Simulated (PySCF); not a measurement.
## Excited states of Be(2+) (beryllium, charge +2)

Ground state 1s2, ¹S. All numbers are calculated (PySCF 2.14, the non-relativistic Hamiltonian (point nucleus), in aug-cc-pVDZ with one added diffuse shell each of s, p, d type (5s4p3d, 32 functions)). Vertical excitation energies in eV without spin-orbit coupling; excited terms of each kind are numbered among those the solver found. Frozen: nothing.

| term | leading excitation | EOM-EE-CCSD |
| --- | --- | --- |
| 1 3S | 1s → s | 120.61 |
| 1 1S | 1s → s | 122.18 |
| 1 3P° | 1s → p | 124.15 |
| 1 1P° | 1s → p | 125.10 |
| 1 3D | 1s → d | 140.56 |
| 1 1D | 1s → d | 140.57 |
| 2 3S | 1s → s | 140.61 |
| 2 1S | 1s → s | 140.77 |
| 2 3P° | 1s → p | 140.95 |
| 2 1P° | 1s → p | 141.16 |
| 2 3D | 1s → d | 146.58 |
| 2 1D | 1s → d | 146.58 |

Only the lower part of the computed list is shown. Doubly excited terms such as np² are absent. The solver can miss terms. Rydberg members are limited by the diffuse functions of the basis.
